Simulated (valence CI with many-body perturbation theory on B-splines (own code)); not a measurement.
Values are calculated unless marked as measured or tabulated.
## Sensitivity of CI+MBPT for Cu XXIII

Method: valence CI with perturbative core correlation (CI+MBPT): five valence electrons over a frozen Dirac-Fock core [He], radial functions for each j: 6 s, 6 p, 5 d, 3 f, 1 g, with the one-electron correlation potential Σ1, the two-electron term Σ2, the three-electron term Σ3, Breit, model QED; selected CI, second order for the rest, scaled by the run's own slope (own B-spline code, finite nucleus).

No measured levels were compared; by estimate levels of excited configurations hold to 0.05 to 0.15 % of their energy, terms of the ground configuration to about 0.5 %. Among the levels kept, up to 2400 cm⁻¹ of a level comes from second order outside the variational space, and about a tenth of that is noise between levels of different J, which matters for small intervals.

The reference run has the lowest level 2s2 2p3 4S°_3/2 and an ionisation energy of 2042.77 eV. Its largest variational space holds 12363 state functions.

Names give the largest LS component (configuration and term), which can be under half, so a name can repeat, a term be missing and a line seem to break the LS rules; names also repeat where a configuration has a term twice.

Changed runs:
A. correlating orbitals by l 3 3 3 2 1 → 4 4 0 0 0
B. box radius (bohr) 2.5377 → 4.07; orbitals per symmetry with explicit Σ2 and valence Breit (the others get mean screening factors) 5 → 4
C. Breit term on → off
D. logarithmic knot step 0.27 → 1.1 (bad on purpose)

Excitation energies of the reference run in cm⁻¹, and shifts in cm⁻¹:

| Level | Reference | A | B | C | D |
| --- | --- | --- | --- | --- | --- |
| 2s2 2p3 2D°_3/2 | 171328 | +2060 | +6.9 | +526 | +5.7 |
| 2s2 2p3 2D°_5/2 | 230541 | +2970 | -7.6 | +6032 | +7.7 |
| 2s2 2p3 2P°_1/2 | 328771 | +1098 | +19 | +1459 | +12 |
| 2s2 2p3 2P°_3/2 | 447476 | +1453 | +12 | +6673 | +17 |
| 2s 2p4 4P_5/2 | 900585 | +797 | -8.1 | +296 | +35 |
| 2s 2p4 4P_3/2 | 1011190 | +832 | +0.9 | +865 | +39 |
| 2s 2p4 4P_1/2 | 1036980 | +1066 | +4.3 | +214 | +42 |
| 2s 2p4 2D_3/2 | 1250360 | +6720 | +3.7 | +268 | +47 |
| 2s 2p4 2D_5/2 | 1285050 | +6396 | -7.2 | +4215 | +49 |
| 2s 2p4 2S_1/2 | 1428330 | +6482 | +23 | -1373 | +56 |
| 2s 2p4 2P_3/2 | 1486670 | +9221 | -6.0 | +2479 | +55 |
| 2s 2p4 2P_1/2 | 1647840 | +8203 | +12 | +4453 | +64 |
| Ionisation energy (eV) | 2042.77 | -0.67 | -0.0014 | +0.51 | -0.0007 |
